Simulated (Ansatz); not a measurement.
Ansatz (a quantum-chemistry and plane-wave program) input (B3LYP-D3(BJ)/def2-TZVP):

Ansatz 0.2 input:
```yaml
crystal:
  periodic: [false, false, false]
  atoms:
    - {symbol: C, position_ang: [-1.72052406, 0.12670581, -0.04547877]}
    - {symbol: C, position_ang: [-1.03527915, -1.23014430, 0.08241972]}
    - {symbol: C, position_ang: [0.31992211, -1.07784937, 0.78047535]}
    - {symbol: C, position_ang: [1.14165956, -0.05004220, 0.08134541]}
    - {symbol: C, position_ang: [0.50711656, 1.27544730, -0.16541103]}
    - {symbol: C, position_ang: [-0.85080329, 1.08790358, -0.84953130]}
    - {symbol: N, position_ang: [2.53734858, -0.09655502, 0.24160917]}
    - {symbol: H, position_ang: [-1.89237255, 0.54105188, 0.95086368]}
    - {symbol: H, position_ang: [-2.69117567, 0.00799050, -0.53269078]}
    - {symbol: H, position_ang: [-1.66818930, -1.91886941, 0.64634822]}
    - {symbol: H, position_ang: [-0.88318289, -1.65090262, -0.91421145]}
    - {symbol: H, position_ang: [0.84585362, -2.03671091, 0.79587765]}
    - {symbol: H, position_ang: [0.13655301, -0.79232799, 1.82976169]}
    - {symbol: H, position_ang: [0.34412976, 1.81899335, 0.78012900]}
    - {symbol: H, position_ang: [1.15883922, 1.89775523, -0.78527336]}
    - {symbol: H, position_ang: [-0.69753445, 0.68056266, -1.85149856]}
    - {symbol: H, position_ang: [-1.35217588, 2.05291746, -0.95079953]}
    - {symbol: H, position_ang: [3.03432669, 0.51309432, -0.39490520]}
    - {symbol: H, position_ang: [2.91091606, -1.03682272, 0.22942545]}
basis:
  gaussian:
    orbitals: def2-TZVP
hamiltonian:
  xc: b3lyp
  dispersion: d3bj
magnetization: {spin_polarized: true, initial_magnetization: 1}
relax: {f_tol: 0.002, max_steps: 150}
```

End of the output:

```
integrals: 0.28 GiB planned
1763 factors; their error is unknown
0.40 GiB of the device are held for the grids
1.93 GiB of device memory are held for the factors and their scratch space
mean field: 2.45 GiB planned
mean field evaluation 96: about -7910.0638 eV, gradient 1.5e-3 eV
mean field -7910.06380448 eV, -290.6894831807 hartree, gradient 2.1e-5 eV, S^2 0.753646; 1 other end points of the search recorded, 0 dependent functions left out
the calculation of the forces begins
reference -7910.06412657 eV, -290.6894950172 hartree; 28, 27 occupied and 261, 262 virtual orbitals, 1763 factors
Total energy: -7910.84692292 eV, -290.7182622525 hartree
Atom 0 at    -1.733389     0.133204    -0.031707 Å, force     0.000702    -0.000118    -0.000155 eV/Å
Atom 1 at    -1.062560    -1.235363     0.088323 Å, force    -0.000258    -0.000043     0.000265 eV/Å
Atom 2 at     0.334315    -1.116305     0.705783 Å, force     0.000070    -0.000412     0.000144 eV/Å
Atom 3 at     1.157452    -0.075642     0.020962 Å, force    -0.001186    -0.000069    -0.000393 eV/Å
Atom 4 at     0.522543     1.249321    -0.245270 Å, force     0.000143     0.000401    -0.000186 eV/Å
Atom 5 at    -0.876789     1.099386    -0.850317 Å, force    -0.000227     0.000235     0.000168 eV/Å
Atom 6 at     2.520453    -0.056379     0.338635 Å, force     0.000947    -0.000180    -0.000267 eV/Å
Atom 7 at    -1.888992     0.548623     0.970799 Å, force     0.000025     0.000015     0.000042 eV/Å
Atom 8 at    -2.722355     0.029601    -0.485140 Å, force     0.000143    -0.000028    -0.000031 eV/Å
Atom 9 at    -1.677784    -1.908966     0.689777 Å, force     0.000326    -0.000249     0.000168 eV/Å
Atom 10 at    -0.978784    -1.681430    -0.907567 Å, force     0.000134    -0.000033     0.000027 eV/Å
Atom 11 at     0.844720    -2.085321     0.676961 Å, force    -0.000202     0.000021     0.000030 eV/Å
Atom 12 at     0.227226    -0.864986     1.777477 Å, force    -0.000108    -0.000044    -0.000108 eV/Å
Atom 13 at     0.441077     1.822664     0.696961 Å, force    -0.000113    -0.000026    -0.000111 eV/Å
Atom 14 at     1.157866     1.850251    -0.905257 Å, force    -0.000193     0.000034     0.000023 eV/Å
Atom 15 at    -0.787695     0.720141    -1.873072 Å, force     0.000140     0.000025     0.000002 eV/Å
Atom 16 at    -1.360617     2.077138    -0.912759 Å, force     0.000373     0.000247    -0.000030 eV/Å
Atom 17 at     3.075719     0.574161    -0.223043 Å, force    -0.000370    -0.000058     0.000274 eV/Å
Atom 18 at     2.953021    -0.967901     0.396910 Å, force    -0.000345     0.000283     0.000138 eV/Å
Dipole moment:     0.161449    -0.057790    -0.111793 e Å
```

It need not be the lowest isomer of its formula.
